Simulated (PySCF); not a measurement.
3-bromo-1,1-difluoropropa-1,2-diene (C3HBrF2), SMILES FC(F)=C=CBr.

Coordinates come from a B3LYP-D3(BJ)/def2-SVP optimisation.

All values below come from PySCF with SMD-M06-2X/def2-SVP.

Solvation free energies are E(SMD) − E(gas) at the gas-phase geometry, for 1 M in both phases. Bromine has the revised SMD18 radius of 2.60 Å. In vacuum the dipole moment is 1.18 D.

**Question.** Rank water, chloroform, 1-octanol by solvation free energy, most negative first.

**Answer.** chloroform (-3.2 kcal/mol), 1-octanol (-2.0 kcal/mol), water (1.1 kcal/mol)
